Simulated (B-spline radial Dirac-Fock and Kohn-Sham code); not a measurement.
**Radiative decay of the 3d3/2 hole in Lu**

System: the Lu atom, configuration 1s2 2s2 2p6 3s2 3p6 3d10 4s2 4p6 4d10 4f14 5s2 5p6 5d1 6s2.

Method: independent-particle rates on relativistic LDA orbitals of the hole state (multipoles up to L = 3, Coulomb Auger matrix elements, transition energies from Dirac-Fock). Computed with a radial finite-basis atomic code.

| line | multipole | energy (eV) | rate (s⁻¹) | share (%) |
| --- | --- | --- | --- | --- |
| Mζ2 (M4-N2) | E1 | 1222.6 | 1.95e+12 | 4.89 |
| M4-N3 | E1 | 1276.6 | 2.42e+11 | 0.606 |
| M4-O2 | E1 | 1606.9 | 2.67e+11 | 0.671 |
| M4-O3 | E1 | 1613.8 | 3.20e+10 | 0.0802 |
| Mβ (M4-N6) | E1 | 1634.1 | 3.74e+13 | 93.7 |

The listed lines hold 100.0 % of the radiative rate. The radiative width is 0.0262 eV in the length form and 0.0266 eV in the velocity form; the two differ because the transition energies are not eigenvalue differences of the potential that gave the orbitals.
